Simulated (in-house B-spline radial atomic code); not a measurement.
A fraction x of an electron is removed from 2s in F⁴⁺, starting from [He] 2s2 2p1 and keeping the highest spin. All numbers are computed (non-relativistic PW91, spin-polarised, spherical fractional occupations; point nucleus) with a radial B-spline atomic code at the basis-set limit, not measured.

| x | E(x) - E(0) (eV) | 2s down level (eV) |
| --- | --- | --- |
| 0 | 0.0000 | -114.753 |
| 0.02 | 2.2995 | -115.202 |
| 0.25 | 29.3862 | -120.315 |
| 0.26 | ? | ? |
| 0.42 | ? | ? |
| 0.5 | 60.1424 | -125.695 |
| 0.55 | 66.4533 | -126.739 |
| 0.7 | 85.6942 | -129.784 |
| 0.8 | 98.7708 | -131.741 |
| 0.98 | 122.8357 | -136.364 |
| 1 | 125.5401 | - |

Q: What belongs in the row x = 0.26?

A: An energy change of 30.5905 eV; 2s down at -120.534 eV.

Q: What belongs in the row x = 0.42?

A: An energy change of 50.1544 eV; 2s down at -124.000 eV.

Q: Check Janak's theorem between x = 0.02 and 0.25.

A: The slope of the energy is 117.77 eV; the orbital levels give 117.76 eV (-ε of the emptying orbital, averaged over the two points).
